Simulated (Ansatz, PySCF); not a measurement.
Ansatz (an electronic-structure program) was given this input:
Ansatz 0.2 input:
```yaml
crystal:
  periodic: [false, false, false]
  atoms:
    - {symbol: O, position_ang: [-0.00000000, -0.00000000, -1.56412833]}
    - {symbol: Te, position_ang: [0.00000000, 0.00000000, 0.24063513]}
basis:
  gaussian:
    orbitals: def2-SVP
hamiltonian:
  xc: {name: wB97X}
magnetization: {spin_polarized: true, initial_magnetization: 2}
accuracy: high
```

### Question
Write the same job for PySCF.

### Answer
Several could match; the one computed here: 
```python
from pyscf import gto, scf, dft

mol = gto.Mole()
mol.atom = '''
    O    -0.00000000   -0.00000000   -1.56412833
    Te    0.00000000    0.00000000    0.24063513
'''
mol.basis = 'def2-svp'
mol.ecp = {'Te': 'def2-svp'}
mol.spin = 2
mol.verbose = 3
mol.build()

mf = dft.UKS(mol)
mf.xc = 'wb97x'
mf.grids.atom_grid = (99, 590)
mf.grids.prune = None
mf.kernel()
```

Both were run: Ansatz gave -343.129281 Eh and PySCF -343.129203 Eh, 0.079 mEh apart.
